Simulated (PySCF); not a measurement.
# Computed records: CH$_{5}$B$_{2}$O, BFH$_{3}$OSi, BH$_{3}$NOSi, AlB$_{2}$ClH$_{3}$ and others

Calculation on a computer-drawn molecule: optimised geometry and harmonic frequencies of an isolated molecule of the commonest isotopes, restricted reference for singlets and unrestricted otherwise, frozen core in MP2. Program: PySCF 2.14.0.

Common to all runs: charge 1; multiplicity 1.

(1) CH$_{5}$B$_{2}$O

Start structure:
```xyz
9
CH5B2O
B      1.0278     0.3935    -0.0313
O      0.7388     0.2535    -1.1590
C      0.3639     0.0004    -2.5267
B      1.5412    -0.4998    -3.3940
H      1.2630     0.6008     1.0383
H      0.0071     0.9293    -2.9038
H     -0.4186    -0.7159    -2.5088
H      2.5592    -0.6264    -2.9291
H      1.3697    -0.6610    -4.4978
```

- method: HF
- basis: cc-pVDZ
- rotational constants: 28.52, 4.678, 4.123 GHz
- total energy: -164.7561 hartree
- convergence status largest gradient component: 3.924e-05 hartree/bohr

Drawn bonds:
```tsv
atom	other atom	order
1	2	1
2	3	1
3	4	1
1	5	1
3	6	1
3	7	1
4	8	1
4	9	1
```

Optimised structure:
```xyz
9
CH5B2O
B      1.0133     0.4270     0.0218
O      0.6964     0.2458    -1.1248
C      0.3407     0.0028    -2.5881
B      1.5852    -0.4981    -3.4248
H      1.3180     0.6039     1.1364
H     -0.0482     0.9658    -2.9090
H     -0.4701    -0.7184    -2.5269
H      2.6523    -0.6494    -2.9211
H      1.3646    -0.7049    -4.5757
```

Modes:
```tsv
frequency (cm⁻¹)	reduced mass (dalton)
120.6	3.123
147.5	2.785
310.8	1.077
377.1	2.822
567.1	4.764
633.9	1.253
831.4	1.355
834.9	1.356
872.8	1.859
1005	2.166
1113	1.477
1290	1.178
1319	1.068
1416	1.321
1515	1.089
1931	4.63
2748	1.051
2858	1.135
3028	1.201
3274	1.059
3351	1.109
```

(2) BFH$_{3}$OSi

Start structure:
```xyz
7
BFH3OSi
B     -1.3615    -0.0724     1.8505
O     -0.8422     0.1992     0.7302
Si    -0.1403     0.6776    -0.7831
F      0.9787     1.5896    -0.0952
H     -1.8723    -0.3288     2.8087
H      0.5127    -0.5895    -1.1330
H     -1.1526     1.4112    -1.3919
```

- method: HF
- basis: cc-pV(D+d)Z
- rotational constants: 15.81, 3.814, 3.197 GHz
- total energy: -489.5426 hartree
- convergence status largest gradient component: 3.044e-05 hartree/bohr

Drawn bonds:
```tsv
atom	other atom	order
1	2	1
2	3	1
3	4	1
1	5	1
3	6	1
3	7	1
```

Optimised structure:
```xyz
7
BFH3OSi
B     -1.4014    -0.0872     1.8567
O     -0.9369     0.1594     0.7598
Si    -0.0771     0.6779    -0.7280
F      1.0049     1.6453    -0.1059
H     -1.8552    -0.3304     2.9069
H      0.4912    -0.5592    -1.2289
H     -1.1030     1.3811    -1.4744
```

Modes:
```tsv
frequency (cm⁻¹)	reduced mass (dalton)
108.5	4.084
150.9	3.187
312.4	9.856
534.3	11.05
715.5	1.198
743.9	1.148
844	1.376
845.3	1.383
938.3	1.549
967.4	1.842
1034	1.355
1840	5.169
2473	1.026
2507	1.062
3019	1.186
```

(3) BFH$_{3}$OSi

Start structure:
```xyz
7
BFH3OSi
B     -1.4014    -0.0872     1.8567
O     -0.9369     0.1594     0.7598
Si    -0.0771     0.6779    -0.7280
F      1.0049     1.6453    -0.1060
H     -1.8552    -0.3304     2.9069
H      0.4912    -0.5592    -1.2289
H     -1.1030     1.3811    -1.4744
```

* method: MP2
* basis: cc-pV(D+d)Z
* rotational constants: 15.88, 3.613, 3.06 GHz
* total energy: -490.0669 hartree
* convergence status largest gradient component: 3.28e-05 hartree/bohr

Drawn bonds:
```tsv
atom	other atom	order
1	2	1
2	3	1
3	4	1
1	5	1
3	6	1
3	7	1
```

Optimised structure:
```xyz
7
BFH3OSi
B     -1.4186    -0.0982     1.8806
O     -0.9180     0.1761     0.7874
Si    -0.0541     0.6934    -0.7532
F      1.0533     1.6781    -0.1610
H     -1.9030    -0.3660     2.9204
H      0.4850    -0.5754    -1.2216
H     -1.1221     1.3790    -1.4666
```

Modes:
```tsv
frequency (cm⁻¹)	reduced mass (dalton)
103.1	4.175
139.6	3.316
282.9	10.21
483.8	11.09
671.8	1.201
705.8	1.143
773.6	1.361
774.6	1.359
895.6	1.301
924.4	1.792
993.3	1.659
1768	5.27
2414	1.026
2456	1.063
2938	1.182
```

(4) BH$_{3}$NOSi

Start structure:
```xyz
7
BH3NOSi
B     -0.7571     3.3746    -0.7456
O     -0.3174     2.6042     0.0603
Si     0.5088     1.3754     1.2081
N      1.0473     0.0826     0.5623
H     -1.2133     4.0145    -1.5788
H      0.2514     2.2833     2.4018
H      1.1712    -0.3136    -0.3835
```

* method: HF
* basis: cc-pV(D+d)Z
* rotational constants: 24.82, 3.576, 3.126 GHz
* total energy: -444.4469 hartree
* convergence status largest gradient component: 3.735e-05 hartree/bohr

Drawn bonds:
```tsv
atom	other atom	order
1	2	1
2	3	1
3	4	2
1	5	1
3	6	1
4	7	1
```

Optimised structure:
```xyz
7
BH3NOSi
B     -0.8077     3.4189    -0.7894
O     -0.3296     2.7224     0.0874
Si     0.4600     1.4526     1.1009
N      1.0059     0.2053     0.4740
H     -1.2695     4.0953    -1.6245
H      0.3416     2.0506     2.4120
H      1.2901    -0.5239    -0.1359
```

Modes:
```tsv
frequency (cm⁻¹)	reduced mass (dalton)
95.72	4.291
159.4	3.373
234	2.147
371.9	1.713
476.2	1.544
496.6	12.65
758.7	1.079
844.7	1.368
847.7	1.382
891	1.054
1437	7.532
1824	5.209
2512	1.051
3018	1.184
3990	1.093
```

(5) BH$_{3}$NOSi

Start structure:
```xyz
7
BH3NOSi
B     -0.8077     3.4189    -0.7894
O     -0.3296     2.7224     0.0874
Si     0.4600     1.4526     1.1009
N      1.0059     0.2053     0.4740
H     -1.2695     4.0953    -1.6245
H      0.3416     2.0506     2.4120
H      1.2901    -0.5239    -0.1359
```

- method: MP2
- basis: cc-pV(D+d)Z
- rotational constants: 28.81, 3.141, 2.832 GHz
- total energy: -444.9523 hartree
- convergence status largest gradient component: 3.61e-05 hartree/bohr

Drawn bonds:
```tsv
atom	other atom	order
1	2	1
2	3	1
3	4	2
1	5	1
3	6	1
4	7	1
```

Optimised structure:
```xyz
7
BH3NOSi
B     -0.8455     3.4793    -0.8280
O     -0.3348     2.7032    -0.0158
Si     0.4801     1.4117     1.0894
N      1.1136     0.0500     0.6665
H     -1.3338     4.2222    -1.6011
H      0.3315     2.0645     2.3806
H      1.2797    -0.5097    -0.1671
```

Modes:
```tsv
frequency (cm⁻¹)	reduced mass (dalton)
106.2	3.589
133.6	3.366
261.3	7.338
325.7	1.673
405.5	10.75
495	1.218
701.6	1.069
777.9	1.357
778.4	1.364
805.2	1.055
1218	6.211
1749	5.291
2441	1.048
2936	1.18
3681	1.086
```

(6) AlB$_{2}$ClH$_{3}$

Start structure:
```xyz
7
AlB2ClH3
B     -1.4750    -1.6439    -3.3753
Al    -1.2304     0.0594    -2.1714
B     -2.6033     0.4224    -0.7041
Cl     0.6587     1.2514    -2.2267
H     -1.3667    -2.3858    -4.1645
H     -3.6672     0.9375    -1.1011
H     -2.3387     0.4734     0.3050
```

* method: HF
* basis: cc-pV(D+d)Z
* rotational constants: 5.402, 2.986, 1.955 GHz
* total energy: -752.2443 hartree
* convergence status largest gradient component: 2.016e-05 hartree/bohr

Drawn bonds:
```tsv
atom	other atom	order
1	2	1
2	3	1
2	4	1
1	5	1
3	6	1
3	7	1
```

Optimised structure:
```xyz
7
AlB2ClH3
B     -1.2338    -1.6067    -3.4551
Al    -1.2058     0.1716    -2.0515
B     -2.7260     0.6013    -0.6072
Cl     0.5902     1.0103    -2.6787
H     -1.1499    -2.5008    -4.2322
H     -3.6580     1.2822    -0.9100
H     -2.6393     0.1565     0.4966
```

Modes:
```tsv
frequency (cm⁻¹)	reduced mass (dalton)
74.5	1.028
103.9	3.486
138.5	4.902
148.9	3.914
431.3	6.178
511	9.908
584.8	1.193
636.1	2.801
660	1.308
707.4	2.036
896.8	1.342
1218	1.113
2718	1.048
2825	1.128
2873	1.097
```

(7) AlBClH$_{2}$O

Start structure:
```xyz
6
AlBClH2O
B     -0.3415    -2.7152     1.9923
Al    -0.8986    -1.9455     0.1004
O     -1.0035    -3.3818    -1.0754
Cl    -2.4258    -0.1944     0.0825
H     -0.0838    -2.6990     3.0484
H     -0.1389    -3.7522    -1.1528
```

* method: HF
* basis: cc-pV(D+d)Z
* rotational constants: 6.878, 2.956, 2.067 GHz
* total energy: -801.9398 hartree
* convergence status largest gradient component: 3.357e-05 hartree/bohr

Drawn bonds:
```tsv
atom	other atom	order
1	2	1
2	3	1
2	4	1
1	5	1
3	6	1
```

Optimised structure:
```xyz
6
AlBClH2O
B     -0.3758    -2.4695     2.1474
Al    -1.1586    -2.0887     0.1163
O     -0.5488    -3.3225    -0.7715
Cl    -2.3364    -0.4276    -0.0727
H      0.0615    -2.7034     3.2232
H     -0.5341    -3.6764    -1.6473
```

Modes:
```tsv
frequency (cm⁻¹)	reduced mass (dalton)
107.5	4.052
196.2	6.927
201.5	6.206
449.5	1.153
482.5	6.362
514.7	1.369
617	6.989
682.4	1.254
710.4	1.357
1020	8.309
2896	1.098
4198	1.07
```

(8) AlBClH$_{2}$O

Start structure:
```xyz
6
AlBClH2O
B     -0.3758    -2.4695     2.1474
Al    -1.1586    -2.0887     0.1163
O     -0.5488    -3.3225    -0.7715
Cl    -2.3364    -0.4276    -0.0727
H      0.0615    -2.7034     3.2232
H     -0.5341    -3.6764    -1.6473
```

* method: MP2
* basis: cc-pV(D+d)Z
* rotational constants: 7.293, 2.833, 2.04 GHz
* total energy: -802.3663 hartree
* convergence status largest gradient component: 2.005e-05 hartree/bohr

Drawn bonds:
```tsv
atom	other atom	order
1	2	1
2	3	1
2	4	1
1	5	1
3	6	1
```

Optimised structure:
```xyz
6
AlBClH2O
B     -0.3796    -2.4741     2.1190
Al    -1.1829    -2.0541     0.1129
O     -0.5119    -3.3486    -0.6974
Cl    -2.3666    -0.3976    -0.1103
H      0.0847    -2.7533     3.1828
H     -0.5359    -3.6604    -1.6116
```

Modes:
```tsv
frequency (cm⁻¹)	reduced mass (dalton)
78.84	3.852
182.6	7.608
188.7	6.265
429.9	1.141
469.8	8.586
556	1.527
615.4	3.843
661.8	1.254
684.5	1.395
968.6	7.713
2818	1.099
3903	1.069
```

(9) AlB$_{2}$H$_{3}$N

Start structure:
```xyz
7
AlB2H3N
B     -0.1928    -2.1856    -2.3733
N     -0.3628    -1.5365    -1.2988
Al    -0.5895    -0.6693     0.1374
B     -0.8784     0.4383     1.9730
H     -0.0358    -2.7852    -3.3651
H      0.0221     1.1080     2.3642
H     -1.9267     0.3367     2.5234
```

* method: MP2
* basis: cc-pV(D+d)Z
* rotational constants: 223.1, 2.417, 2.391 GHz
* total energy: -347.6085 hartree
* convergence status largest gradient component: 1.945e-05 hartree/bohr

Drawn bonds:
```tsv
atom	other atom	order
1	2	1
2	3	2
3	4	1
1	5	1
4	6	1
4	7	1
```

Optimised structure:
```xyz
7
AlB2H3N
B     -0.1891    -2.1996    -2.3963
N     -0.3620    -1.5396    -1.3033
Al    -0.5922    -0.6593     0.1549
B     -0.8805     0.4466     1.9866
H     -0.0310    -2.8033    -3.3961
H      0.0284     1.1198     2.3772
H     -1.9375     0.3418     2.5378
```

Modes:
```tsv
frequency (cm⁻¹)	reduced mass (dalton)
85.7	3.401
89.57	3.73
162.7	5.599
171.4	7.033
467.3	5.507
620.3	1.231
756.7	1.331
756.8	1.333
813.5	11.23
876.3	1.294
1137	1.101
1775	6.049
2687	1.043
2824	1.135
2920	1.165
```

(10) AlBH$_{3}$N$_{2}$

Start structure:
```xyz
7
AlBH3N2
B     -0.3598     2.0699    -0.5778
N      0.5487     2.0991     0.3662
Al     1.7070     2.1368     1.6890
N      2.9679     2.1551     2.8899
H     -1.1505     1.9799    -1.4176
H      3.5319     3.0249     3.1693
H      3.2909     1.3851     3.4293
```

- method: HF
- basis: cc-pV(D+d)Z
- rotational constants: 369.7, 2.669, 2.65 GHz
- total energy: -377.0970 hartree
- convergence status largest gradient component: 1.487e-05 hartree/bohr

Drawn bonds:
```tsv
atom	other atom	order
1	2	1
2	3	2
3	4	1
1	5	1
4	6	1
4	7	1
```

Optimised structure:
```xyz
7
AlBH3N2
B     -0.2968     2.0481    -0.5033
N      0.5817     2.0840     0.4074
Al     1.7493     2.1317     1.6171
N      2.9358     2.1798     2.8465
H     -1.1084     2.0151    -1.3445
H      3.4466     3.0007     3.1255
H      3.2278     1.3914     3.3996
```

Modes:
```tsv
frequency (cm⁻¹)	reduced mass (dalton)
113.5	3.458
113.7	3.848
213	5.479
234.3	8.943
475.8	1.212
679.8	6.455
723.5	1.253
839.2	1.351
842.8	1.352
1066	9.41
1646	1.098
1883	5.878
3009	1.172
3744	1.052
3825	1.094
```
